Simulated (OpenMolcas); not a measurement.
**Nd2+: CASPT2 settings compared**

```json
{
  "Program": "OpenMolcas 26.06",
  "Basis": "ANO-RCC-VTZP [8s7p5d3f2g1h]",
  "Scalar Hamiltonian": "X2C, point nucleus",
  "Active space": "4 electrons in 7 orbitals (4f)",
  "State averaging": "2S+1 = 5 even, 35 roots (30 in the spin-orbit step); 2S+1 = 3 even, 117 roots kept (CI in the orbitals of an earlier block, 86 in the spin-orbit step); 2S+1 = 1 even, 105 roots kept (CI in the orbitals of an earlier block, 22 in the spin-orbit step)",
  "Spin-orbit coupling": "RASSI with atomic mean-field integrals over the reference wave functions, term energies averaged over their components"
}
```

Methods on the same reference wave functions:
A. CASSCF
B. SS-CASPT2, IPEA 0.6 Eh, sigma2 regulariser 0.25 Eh (closed shells correlated: none)
C. SS-CASPT2, IPEA 0.75 Eh, sigma1 regulariser 0.25 Eh (closed shells correlated: 4d 5s 5p)
D. SS-CASPT2, IPEA 0.35 Eh, imaginary shift 0.05 Eh (closed shells correlated: none)

Energies in cm⁻¹ above 4f⁴ ⁵I₄, the measured ground level; measured values from Ding et al., The Spectrum and Energy Levels of the Low-lying Configurations of Nd III (preprint, 2023).

| Level | A | B | C | D | Measured |
| --- | --- | --- | --- | --- | --- |
| 4f⁴ ⁵I₄ | 0.0 | 0.0 | 0.0 | 0.0 | 0.0 |
| 4f⁴ ⁵I₅ | 1203 | 1219 | 1222 | 1215 | 1138 |
| 4f⁴ ⁵I₆ | 2553 | 2580 | 2590 | 2570 | 2388 |
| 4f⁴ ⁵I₇ | 4003 | 4030 | 4040 | 4020 | 3715 |
| 4f⁴ ⁵I₈ | 5504 | 5520 | 5520 | 5520 | 5093 |
| 4f⁴ ⁵F₁ | 14435 | 13050 | 11690 | 13520 |  |
| 4f⁴ ⁵F₂ | 14949 | 13570 | 12200 | 14050 | 10774 |
| 4f⁴ ⁵F₃ | 15686 | 14320 | 12950 | 14800 | 11425 |
| 4f⁴ ⁵S₂ | 16150 | 14870 | 13540 | 15520 |  |
| 4f⁴ ⁵F₄ | 16512 | 15140 | 13770 | 15590 | 12181 |
| 4f⁴ ³K₆ | 17360 | 16500 | 16310 | 16760 | 14064 |
| 4f⁴ ⁵F₅ | 17491 | 16100 | 14760 | 16550 | 13210 |
| 4f⁴ ³K₇ | 18503 | 17640 | 17400 | 17900 | 15154 |
| 4f⁴ ³K₈ | 19846 | 18970 | 18700 | 19230 | 16459 |
| 4f⁴ ⁵G₂ | 21887 | 20110 | 17870 | 20440 |  |

Deviations, from unrounded energies. A percentage is the sum of absolute deviations over the sum of measured energies, with the sign that they share, or ± where signs differ.

```csv
Against measurement,Levels,A,B,C,D
mean absolute deviation (cm-1),11,2500,1800,1300,2100
fine structure of the ground term (%),4,+7.5,+8.3,+8.3,+8.1
other terms of the ground configuration (%),7,+29.0,+20.3,+13.8,+23.2
```

C lies closest to measurement on these levels and A furthest from it. The largest miss of C in the table is 4f⁴ ³K₆, by +2300 cm-1. The ranking rests on the paired levels alone, and a cruder setting can come out closer through cancelling errors.

Among B to D the level of the table that moves most is 4f⁴ ⁵G₂, by 2600 cm-1 (lowest in C, highest in D). Moves below CASPT2's spread within the term are not significant.

The mean deviations of B to D differ by less than CASPT2's widest spread within a term (830 cm-1), so their order carries little weight.

From A to B the spin-free energies of the other terms of 4f⁴ shown, above ⁵I, scale by factors of 0.90 to 0.94, as is usual when dynamic correlation screens the repulsion within a d or f shell.

The lowest spin-free term lies below A's lowest term by 0.043 hartree in B, 0.800 hartree in C, 0.047 hartree in D.

Term energies are means over components that CASPT2 splits; among the terms shown or strongly mixed into the levels shown the widest spread is 830 cm-1 (4f⁴ ⁵F, D). Over all roots computed the reference weight is 0.90 to 0.98 in D; the roots of lowest weight are the least certain, and an intruder state may touch them. High states are left out of the spin-orbit mixing, which shifts the levels that they would mix with. Terms from blocks run as CI alone lack orbitals of their own. Without dynamic correlation excited terms often stand tens of per cent too high (terms of higher spin than the ground term too low), and those without a measured partner can miss by more than the paired ones (holds for A). The CASPT2 spread within a term exceeds the gap to the next term for 4f⁴ ⁵F and 4f⁴ ⁵S, so the order of their levels is uncertain, and so are names and mixing where such terms share a J (holds for B; C; D). Some terms miss by over 15 % even with CASPT2, which points to a basis or an active space too small for the shells correlated (holds for B; C; D). Computed and measured levels are paired by configuration, term and J; levels that our copy of the source lacks, or whose pairing is in doubt (as where it misses far off the trend of its configuration), stay unpaired and out of the deviations. Levels of configurations outside the active space are missing. Levels that lie high or do not pair safely by name in every column are left out.
